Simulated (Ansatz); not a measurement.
AlBrHS, SMILES `[SH][Al][Br]` radical, relaxed with UKS PBE-D4/def2-SVP in the Gaussian-basis code of Ansatz from a rough embedded geometry. The force threshold is 0.03 eV/Å; the program also tests the step.

Charge 0, multiplicity 2.

Start:

```xyz
4

S    -1.318    0.043   -0.736
Al    0.438   -0.944    0.252
Br    2.548    0.075    0.077
H    -1.667    0.826    0.406
```

Q: By how much does the energy fall, and how many steps does the optimiser take? (Best estimate.)

A: Computed: 1.57 kcal/mol, in 2 steps.

Q: Which bonds change most? (An estimate is asked.)

A: Computed: S1–H4 from 1.427 to 1.366 Å; Al2–Br3 from 2.349 to 2.296 Å; S1–Al2 from 2.244 to 2.245 Å.

Q: Give the relaxed structure. (An estimate is asked.)

A: Computed: 
```xyz
4

S    -1.349    0.057   -0.747
Al    0.426   -0.872    0.267
Br    2.519    0.054    0.083
H    -1.596    0.761    0.398
```
